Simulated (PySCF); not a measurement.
Gas-phase reaction: GeH2 + 2 GeHCl3 + H2 = 3 GeH2Cl2

Computed with PySCF and rigid-rotor harmonic-oscillator thermochemistry at 1 bar. † marks an energy on the PBE0/def2-TZVP geometry and frequencies; other levels use their own. MP2 and CCSD(T) freeze the core. 6-31G* has spherical d functions here. All species are closed-shell singlets. Ge: all electrons, no relativistic terms. GeH2: computed as isolated molecules; such fragments, hydroxides, amides, oligomers or adducts are transient or little studied in the gas. MP2 isn't extrapolated to the basis-set limit. CCSD(T) isn't extrapolated to the basis-set limit.

```tsv
level	ΔH°(298 K), kJ
CCSD(T)/def2-TZVPP†	[?]
HF/6-31G*	-188
HF/def2-TZVP†	-182
M06-2X/def2-TZVP†	-167
MP2/def2-SVP†	[?]
MP2/def2-TZVPP†	[?]
PBE0/def2-SVP†	[?]
PBE0/def2-TZVP	-183
LDA/def2-TZVP†	-202
```

Q: What belongs in the gaps?

A: 
- CCSD(T)/def2-TZVPP†, ΔH°(298 K), kJ: -178
- MP2/def2-SVP†, ΔH°(298 K), kJ: -183
- MP2/def2-TZVPP†, ΔH°(298 K), kJ: -186
- PBE0/def2-SVP†, ΔH°(298 K), kJ: -189
